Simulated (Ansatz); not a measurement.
**Molecular dynamics of H3CCl**

input.yaml

```yaml
crystal:
  lattice:
    - [8.381516, 0.0, 0.0]
    - [0.0, 8.381516, 0.0]
    - [0.0, 0.0, 8.381516]
  atoms:
    - { symbol: C, position: [0.42938675, 0.27469448, 0.76705352] }
    - { symbol: Cl, position: [0.52991213, 0.46974758, 0.73168392] }
    - { symbol: H, position: [0.38864048, 0.25935917, 0.64083621] }
    - { symbol: H, position: [0.5063797, 0.18790275, 0.80465274] }
    - { symbol: H, position: [0.3329851, 0.29353842, 0.84966765] }
    - { symbol: C, position: [0.12245534, 0.0131757, 0.85891067] }
    - { symbol: Cl, position: [0.18891191, 0.09250294, 1.06215633] }
    - { symbol: H, position: [-0.01013976, -0.0081223, 0.87699459] }
    - { symbol: H, position: [0.13735139, 0.10012843, 0.76750828] }
    - { symbol: H, position: [0.19262931, -0.10128294, 0.85428418] }
    - { symbol: C, position: [0.74631304, 0.72451309, 0.33390802] }
    - { symbol: Cl, position: [0.66256395, 0.92217266, 0.3379578] }
    - { symbol: H, position: [0.73991894, 0.69114595, 0.21493491] }
    - { symbol: H, position: [0.88089986, 0.73771992, 0.35041727] }
    - { symbol: H, position: [0.69837866, 0.64989884, 0.43455946] }
    - { symbol: C, position: [0.57335661, 0.84931536, 0.91560558] }
    - { symbol: Cl, position: [0.75104493, 0.77429659, 0.82528666] }
    - { symbol: H, position: [0.49731212, 0.87997742, 0.8015011] }
    - { symbol: H, position: [0.51307076, 0.7461656, 0.98048236] }
    - { symbol: H, position: [0.61087906, 0.9499604, 1.00453656] }
    - { symbol: C, position: [0.10699628, 0.01008475, 0.45598795] }
    - { symbol: Cl, position: [0.2631252, -0.12751915, 0.45827657] }
    - { symbol: H, position: [0.03167851, 0.05528102, 0.55619353] }
    - { symbol: H, position: [0.15808932, 0.11448917, 0.40422948] }
    - { symbol: H, position: [0.02834767, -0.02447469, 0.36104155] }
    - { symbol: C, position: [0.04055101, 0.47568525, 0.49943214] }
    - { symbol: Cl, position: [-0.01903093, 0.55972486, 0.67581683] }
    - { symbol: H, position: [-0.0614624, 0.47030126, 0.41347997] }
    - { symbol: H, position: [0.14898579, 0.52552768, 0.42404758] }
    - { symbol: H, position: [0.09414165, 0.35981507, 0.54148236] }
    - { symbol: C, position: [0.53657362, 0.34505269, 0.25204162] }
    - { symbol: Cl, position: [0.47725276, 0.20114457, 0.39541436] }
    - { symbol: H, position: [0.48301682, 0.30343248, 0.15905882] }
    - { symbol: H, position: [0.50496386, 0.4685914, 0.26609615] }
    - { symbol: H, position: [0.65330937, 0.31856876, 0.24298823] }
    - { symbol: C, position: [0.17446616, 0.6052158, 0.03330439] }
    - { symbol: Cl, position: [0.11828226, 0.41674289, 0.08047189] }
    - { symbol: H, position: [0.05921737, 0.67434219, 0.03349421] }
    - { symbol: H, position: [0.23394841, 0.65706145, 0.14742966] }
    - { symbol: H, position: [0.23731751, 0.62414821, -0.0741461] }
basis:
  ecutwfc: 420.0
kpoints:
  mp_grid: { grid: [1, 1, 1] }
hamiltonian:
  xc: pbe
  dispersion: d3bj
scf:
  occupations: { method: fermi_dirac, width: 0.05 }
  lower_state_search: "off"
md:
  timestep: 0.5
  n_steps: 400
  ensemble: nvt_langevin
  temperature: 1000.0
  initial_velocities: maxwell_boltzmann
  seed: 188655
  friction: 0.02
```

Launched with:

```bash
$ ansatz run input.yaml --threads 1 --pin off --max-ram 3072MiB --backend cpu --events-out ev --progress --plain --runs-dir out
```

It goes on from the last frame of an earlier run, with new velocities.

Output, in part (step lines):

```
md step     0: t =     0.00 fs  T =   975.0 K  F+E_penalty+E_count = -11032.73678982 eV  E_kin = 5.041140 eV  (8 SCF iters)
[... lines left out ...]
```

The steps, from the saved trajectory:

```tsv
time (fs)	T (K)	potential energy less start (eV)
0.0	975	0.000
6.5	974	0.016
13.0	926	-0.209
19.5	973	0.218
26.0	790	0.434
32.5	775	0.320
39.0	905	-0.033
45.5	846	-0.126
52.0	1044	-0.525
58.5	1009	-0.423
65.0	978	0.022
71.5	1015	-0.455
78.0	976	0.070
84.5	965	-0.068
91.0	1131	0.041
97.5	1023	0.895
104.0	1219	-0.337
110.5	1109	0.304
117.0	1041	0.658
123.5	1075	1.145
130.0	990	1.369
136.5	990	0.341
143.0	1040	0.320
149.5	1061	0.167
156.0	1044	0.663
162.5	1127	0.175
169.0	982	1.105
175.5	1109	0.896
182.0	1283	0.598
188.5	1229	0.671
195.0	1277	0.734
```

The run went to its last step. The mean temperature of the second half is 11 % above the set value. A run of 0.2 ps of so small a system gives no equilibrium averages. Limits of this set-up: coarse k mesh.

Mean squared displacements from the first frame to the last, about the centre of mass: C 0.58 Å², Cl 0.76 Å², H 2.98 Å².

Last frame:

```xyz
40
Lattice="8.3815 0.0000 0.0000 0.0000 8.3815 0.0000 0.0000 0.0000 8.3815" Properties=species:S:1:pos:R:3
C 3.576 2.796 5.960
Cl 4.439 4.413 5.518
H 4.232 1.974 6.459
H 2.566 2.734 6.405
H 3.372 2.355 5.024
C 0.390 0.610 7.051
Cl 1.471 0.552 8.577
H -0.460 1.162 7.258
H 1.161 1.040 6.262
H 0.161 -0.403 6.780
C 6.404 5.896 2.316
Cl 5.804 7.789 2.260
H 6.514 5.915 1.148
H 7.213 5.976 3.133
H 5.555 5.284 2.696
C 4.644 7.647 5.842
Cl 5.544 7.629 7.228
H 4.759 8.583 5.196
H 4.916 6.839 5.041
H 3.662 7.374 6.088
C 0.797 0.196 3.472
Cl 1.974 -1.325 3.156
H 1.489 1.096 3.350
H 0.106 0.098 2.611
H 0.360 0.311 4.615
C 0.106 4.120 3.942
Cl 0.467 3.473 5.598
H -0.807 3.537 3.759
H 0.154 5.165 3.958
H 0.965 3.745 3.325
C 3.494 3.947 1.471
Cl 3.715 2.275 2.352
H 3.035 4.798 1.985
H 4.508 4.070 1.052
H 2.807 3.567 0.762
C 0.658 5.400 -0.171
Cl 0.364 3.806 0.381
H 1.402 5.715 0.593
H 0.665 5.498 -1.201
H -0.316 6.040 -0.158
```

The run took 18 min on 1 thread of Intel(R) Xeon(R) Platinum 8488C (Sapphire Rapids), with other jobs on the host, peak memory 0.59 GiB.
